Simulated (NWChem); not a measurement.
System: BeBrF; SMILES [F][Be][Br]

```xyz
3

Be     0.0000     0.0000     1.1564
F      0.0000     0.0000     2.5422
Br     0.0000     0.0000    -0.7945
```
Atoms are numbered in this order, from 1.

All runs: NWChem. STO-3G and 3-21G are far too small for this property and stand as cheap habits. Coordinates come from a PBE0/def2-SVP optimisation. GIAO values for the isolated, static molecule; σ is the absolute isotropic shielding, δ = σ(reference) − σ with the isolated reference molecule computed at the same levels (19F: trichlorofluoromethane). Spin-orbit effects, on the heavy nuclei and on their neighbours, are missing.

For level KT2/pcSseg-1:

- σ Be1 (ppm) = 102.2
- δ F2 (ppm) = -176.3
- σ Br3 (ppm) = 2859.6

How do the values read with level Hartree-Fock/STO-3G instead?

The σ Be1 (ppm) comes out as 114.3 and the δ F2 (ppm) comes out as 1.1. The σ Br3 (ppm) is 3319.3.
